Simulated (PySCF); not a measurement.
Si(H)3(Cl) cation (ClH₃Si), SMILES [SiH3]Cl (connectivity only; charge and spin as stated), charge +1, multiplicity 2.

Geometry: ωB97X-D3(BJ)/def2-TZVP. The multiplicity is an assumed one; other spin states were not compared. The isomer is the one that the SMILES or the coordinates give; other isomers of the formula were not compared.

All values below come from TDA-PBE/def2-TZVPD in PySCF.

Vertical excitations. 

Question: List the lowest excited states. (The exact figures need the calculation; the answer reports its results.)

Answer: 
| state | energy (eV) | λ (nm) | f | main pairs |
|---|---|---|---|---|
| root 1 | 1.78 | 698 | 0.001 | β HOMO→LUMO 100 % |
| root 2 | 3.15 | 393 | 0.064 | β HOMO−1→LUMO 94 % |
| root 3 | 3.66 | 339 | 0.000 | β HOMO−2→LUMO 99 % |
| root 4 | 4.36 | 285 | 0.009 | β HOMO−3→LUMO 96 % |
| root 5 | 6.50 | 191 | 0.001 | α HOMO→LUMO 98 % |
| root 6 | 6.84 | 181 | 0.064 | α HOMO→LUMO+1 86 % |
| root 7 | 6.84 | 181 | 0.000 | α HOMO−1→LUMO 61 %, β HOMO→LUMO+1 37 % |
| root 8 | 7.01 | 177 | 0.000 | α HOMO−1→LUMO+1 87 %, β HOMO→LUMO+2 6 % |
| root 9 | 7.41 | 167 | 0.000 | α HOMO→LUMO+2 85 %, β HOMO→LUMO+2 7 % |
| root 10 | 7.48 | 166 | 0.032 | α HOMO−1→LUMO 36 %, β HOMO→LUMO+1 56 % |
Unrestricted roots are not spin-pure.
